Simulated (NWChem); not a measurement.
Molecule: SnHBr$_{2}$F; SMILES [F][SnH]([Br])[Br]

Not confirmed as a minimum by frequencies. def2 effective core potentials on Sn; no spin-orbit coupling.

**Question.** Give the equilibrium geometry at PBE0/def2-SVP with def2 effective core potentials on Sn (NWChem) as a Z-matrix, with the point group.

**Answer.** point group Cs; any orientation.
```
Sn
F 1 1.9286
H 1 1.7016 2 108.02
Br 1 2.4644 3 113.18 2 117.27
Br 1 2.4644 3 113.18 2 -117.27
```
